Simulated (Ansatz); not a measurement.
Basis sets compared for the cluster B₅N₄⁺ (the lowest singlet isomer of a short search). Total charge 1; singlet. Geometry r2SCAN-D4/def2-SVP. Ansatz on 4 threads of Intel Xeon 6975P-C on a shared host; times are rough, and most runs start from earlier orbitals.

| atom | x (Å) | y (Å) | z (Å) |
| --- | --- | --- | --- |
| B1 | -0.6628 | -0.7334 | -1.4790 |
| B2 | -1.6822 | 0.2338 | 0.2445 |
| B3 | 1.8803 | 0.1286 | 0.4710 |
| B4 | 1.5682 | -0.6080 | -0.9721 |
| B5 | -0.0023 | 0.8259 | 1.5756 |
| N6 | 0.6462 | -0.9749 | -1.7827 |
| N7 | -1.2994 | 0.8094 | 1.3886 |
| N8 | -1.8024 | -0.3782 | -0.9378 |
| N9 | 1.3544 | 0.6967 | 1.4920 |

The structure comes from a short search, and lower isomers may exist.

```csv
level,functions,energy (Eh),HOMO (eV),LUMO (eV),wall time
PBE-D4/def2-SVP,126,-342.4470,-12.31,-9.08,0.6 s
PBE0-D4/def2-SVP,126,-342.4584,-13.51,-8.24,0.75 s
```

**Question.** Estimate the rows for PBE-D4/def2-TZVP (with forces), PBE0-D4/def2-TZVP.

**Answer.** 
```tsv
level	functions	energy (Eh)	HOMO (eV)	LUMO (eV)	wall time
PBE-D4/def2-TZVP (with forces)	279	-342.8113	-12.26	-9.05	1.8 s
PBE0-D4/def2-TZVP	279	-342.8232	-13.43	-8.19	2.5 s
```
